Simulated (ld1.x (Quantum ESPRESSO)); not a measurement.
**PBE PAW dataset for germanium (Ge), scalar-relativistic all-electron reference.**

```json
{"Element": "Ge (Z = 32)", "Generator": "ld1.x (Quantum ESPRESSO) 7.5", "Type": "PAW", "Functional": "PBE", "Relativity": "scalar-relativistic", "Frozen core": "[Ar]", "Valence charge": "14", "Reference configuration": "3d10 4s2 4p2", "Partial waves": "4s (bound): rcut 2.00, rcutus 2.15 bohr; 4s channel at -0.5 Ry: rcut 2.00, rcutus 2.15 bohr; 4p (bound): rcut 1.80, rcutus 1.95 bohr; 4p channel at 0.15 Ry: rcut 1.80, rcutus 1.95 bohr; 3d (bound): rcut 0.80, rcutus 1.05 bohr; 3d channel at -1.35 Ry: rcut 0.80, rcutus 1.05 bohr", "Local potential": "all-electron potential smoothed inside 1.35 bohr (lloc = -1)", "Core correction": "a·sin(br)/r model core, default radius (ld1.x builds one for every PAW set, though the input has nlcc=.false.)", "Augmentation charge": "BG, radius 0.60 bohr"}
```

Poles of the logarithmic derivatives, all-electron (AE) and pseudo (PS). s: poles at 0.6 (AE) and 0.6, 1.5 (PS) Ry. p: poles at 1.9 (AE) and 1.9 (PS) Ry. d: poles at -2.1, 4.2 (AE) and -2.1, 4.2 (PS) Ry. Test radius 2.35 bohr.

* Cutoffs needed: 140 Ry and 230 Ry (the cutoffs (Ry, on a coarse ladder) from which the occupation-weighted sum of valence levels, in a spherical-Bessel basis at the reference potential, stays within 10 and 1 mRy of its value at 400 Ry)
* Ghost test: no extra level below or beside the all-electron valence levels (s, p, d, f tested) (spherical-Bessel basis up to 400 Ry, 20 bohr box)
* Configuration tests: 3 of 7 tests not solved or not reliable; not counted: 3d10 4s2 4p1 (pseudo-atom not self-consistent, printed error +3.1 eV); 3d10 4s2 4p0 (pseudo-atom not self-consistent, printed error -388 eV); 3d10 4s2 4p1.5 (pseudo-atom not self-consistent, printed error +201 eV)
* Lowest eigenvalue of the overlap operator: 0.28 (s channel)
